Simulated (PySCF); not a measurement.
C4H5ClF2O.
SMILES with atom numbers: `[F:1][CH2:2][C@@:3]([F:4])([Cl:5])[C@H:6]1[CH2:7][O:8]1`

Structure used (GFN2-xTB), in Å, numbered top down from 1:
```
atom  x, y, z in Å
F1    -1.1812   -1.1412    1.2198
C2    -1.4738   -0.5382    0.0347
C3    -0.6167    0.7110   -0.1814
F4    -1.1569    1.3788   -1.2484
Cl5   -0.7412    1.8071    1.2316
C6     0.8509    0.4567   -0.4704
C7     1.6576   -0.4421    0.3580
O8     1.2166   -0.8077   -0.9181
H9    -1.2740   -1.2574   -0.7677
H10   -2.5301   -0.2527    0.0540
H11    1.3268    1.2977   -0.9693
H12    1.1976   -0.9623    1.1883
H13    2.7200   -0.2493    0.4509
```

Definitions: NICS(0) = −σiso at the ring centroid; NICS(1) = −σiso and NICS(1)zz = −σzz at ±1 Å along the ring normal z. Level: GIAO PBE0/pcSseg-1 (PySCF, non-relativistic, gas phase) on the GFN2-xTB geometry, one conformer.

Ring bond lengths (Å), with Mayer bond orders in brackets: C6–C7 1.464 (1.01), C7–O8 1.399 (0.92), O8–C6 1.390 (0.94).

What do the NICS probes read (ppm)?

| ring | type | NICS(0) | NICS(1), two faces | NICS(1)zz, two faces | rms pucker (Å) | centre to ring atoms, mean (Å) |
| --- | --- | --- | --- | --- | --- | --- |
| C6–C7–O8 | 3-membered ring with O; formal bonds all single | -46.1 | -6.4 / -5.8 | -23.0 / -23.1 | 0.00 | 0.82 |

What do they say, and how far can they be read as aromaticity?

- C6–C7–O8: mean NICS(1)zz -23.0 ppm, shielded. C6, C7 have four or more neighbours; no verdict on aromaticity is drawn. NICS(0) lies 40 ppm below the mean NICS(1).

At the second NICS(1) probe listed for ring C6–C7–O8, 1 Å off the ring, what do the in-plane components average?

The isotropic value is a third of the trace: (3 × -5.8 − (-23.1))/2 = 2.9 ppm.

What are the shieldings of the ring atoms and their hydrogens in the same run (means over atoms taken as equivalent)?

| atoms | environment | σ isotropic (ppm) | principal values of the symmetric part, first atom (ppm) |
| --- | --- | --- | --- |
| C6 | sp3 carbon bound to oxygen | 131.5 | 78.9, 129.4, 186.3 |
| C7 | sp3 carbon bound to oxygen | 143.5 | 93.7, 154.7, 182.2 |
| O8 | epoxide oxygen | 300.0 | 146.4, 346.0, 407.6 |
| H11 | methine hydrogen | 28.35 | 22.0, 27.3, 35.7 |
| H12 | methylene hydrogen | 29.01 | 23.2, 29.1, 34.7 |
| H13 | methylene hydrogen | 29.07 | 23.9, 25.4, 37.9 |
